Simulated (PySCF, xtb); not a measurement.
C₂H₈BN₃, SMILES N1CCNB1N.

GFN2-xTB run with xtb at its own geometry gives an orbital gap of 6.75 eV and a dipole moment of 0.57 D.

Coordinates come from a B3LYP-D3(BJ)/def2-SVP optimisation. The structure was generated by enumeration, and PubChem lists no compound with its InChIKey, so it may never have been made. The values are those of a single conformer.

Q: What does PBE/def2-TZVP run with PySCF give? (The exact figures need the calculation; the answer reports its results.)

A: gap 4.79 eV (levels -4.64 and 0.15 eV), dipole 0.69 D.
